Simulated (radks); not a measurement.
Values are calculated unless marked as measured or tabulated.
Task: Valence configurations of Mo (all share [Kr]). Code: a radial shooting solver on a logarithmic mesh with Libxc functionals. Model: scalar-relativistic Kohn-Sham, PBE, spin-polarised, spherical densities, point nucleus; open shells are filled with parallel spins first (spin-orbit coupling, left out, can overturn this in heavy ions). Order these by energy: 4d6; 4d4 5s1 5p1; 4d5 5s0.5 5p0.5; 4d4.5 5s1 5p0.5; 4d4 5s2; 4d5 5p1; 4d4.5 5s1.5; 4d5 5s1; 4d4 5s1.5 5p0.5; 4d3 5s1 5p2.

Result: From the lowest, in eV above it: 4d5 5s1 0.000; 4d4.5 5s1.5 1.114; 4d5 5s0.5 5p0.5 1.677; 4d4.5 5s1 5p0.5 1.882; 4d4 5s2 2.266; 4d6 3.182; 4d5 5p1 3.401; 4d4 5s1.5 5p0.5 3.405; 4d4 5s1 5p1 4.276; 4d3 5s1 5p2 10.642. NIST lists [Kr] 4d5 5s1 as the ground configuration; this level of theory agrees among the configurations tried. The energies are those of spherical high-spin densities, not of single terms.
